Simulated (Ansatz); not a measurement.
SnH2MeI (CH5ISn), relaxed as a singlet with RKS PBE0-D4/def2-SVP in Ansatz, starting from the GFN2-xTB geometry. Force threshold 0.02 eV/Å.

In the def2 sets I, Sn take a core potential; there is no spin–orbit coupling.

Start:

Cartesian coordinates in Å:
```
Sn -0.693 0.602 -0.244
H -1.222 1.736 0.896
H -2.056 -0.014 -1.037
C 0.665 -0.897 0.524
H 0.204 -1.444 1.337
H 1.567 -0.414 0.882
H 0.924 -1.589 -0.271
I 0.612 2.019 -2.087
```

Question: Estimate the energy that the relaxation releases and the steps that it takes.

Answer: 0.9 kcal/mol, in 5 steps; 9 s on 4 threads of Arm Neoverse V2 on a shared host. No frequencies were taken in this run, so the end may be a saddle point.

Question: Does the start keep its bonding?

Answer: By distances, no bond broke or formed. The bond that changes most is Sn1–I8, from 2.67 to 2.71 Å (atoms count from 1).

Question: Predict the relaxed structure.

Answer: 
```xyz
8

Sn   -0.7035    0.6029   -0.2387
H    -1.1801    1.7362    0.9531
H    -2.0610   -0.0749   -1.0321
C     0.6490   -0.8783    0.5136
H     0.1659   -1.4501    1.3192
H     1.5488   -0.3841    0.9039
H     0.9332   -1.5594   -0.2997
I     0.6478    2.0078   -2.1194
```
Bond lengths: 1 × I–Sn 2.71 Å; 1 × C–Sn 2.14 Å; 3 × C–H 1.10 Å; 2 × H–Sn 1.71 Å.
